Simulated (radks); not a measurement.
Polarisabilities and homonuclear dispersion coefficients (atomic units). Code: a radial shooting solver on a logarithmic mesh with Libxc functionals. Model: non-relativistic Kohn-Sham, LB94 model potential, spin-polarised, spherical densities, point nucleus; open shells are filled with parallel spins first (spin-orbit coupling, left out, can overturn this in heavy ions). Response by self-consistent Sternheimer equations with the Hartree and adiabatic LDA kernel. For heavy and open-shell atoms this level of theory can miss by tens of per cent. "Uncoupled" leaves out the induced potential. Quadrupole and octupole values are given only where no p, d or f shell is open. The Sternheimer factor gamma scales a distant field gradient at the nucleus by 1 - gamma.

| species | configuration | alpha1 (bohr^3) | alpha1, uncoupled | alpha2 (bohr^5) | alpha3 (bohr^7) | C6 | C8 | Sternheimer gamma | recommended alpha1 |
|---|---|---|---|---|---|---|---|---|---|
| Ca2+ | [Ar] | 3.400 | 5.359 | 7.647 | 35.79 | 11.37 | 146.8 | -15.0 | - |
| Tc+ | [Kr] 4d5 5s1 | 31.46 | 50.17 | - | - | 219.4 | - | - | - |
| Be+ | [He] 2s1 | 22.44 | 26.72 | 61.35 | 518.2 | 58.17 | 1199 | 0.488 | - |
| Tc | [Kr] 4d5 5s2 | 68.34 | 133.1 | - | - | 724.1 | - | - | 79 +/- 10 |
| Ga+ | [Ar] 3d10 4s2 | 15.24 | 26.92 | 61.98 | 464.1 | 71.72 | 1748 | -6.82 | - |
| Mo2+ | [Kr] 4d4 | 9.416 | 13.34 | - | - | 50.37 | - | - | - |
| Rh+ | [Kr] 4d8 | 11.47 | 17.68 | - | - | 70.71 | - | - | - |

Recommended values: Schwerdtfeger and Nagle, table of static dipole polarisabilities (2023 update), measured or computed.

Beside tabulated values, note that relativity, absent from the non-relativistic runs, is large for the heavy elements.
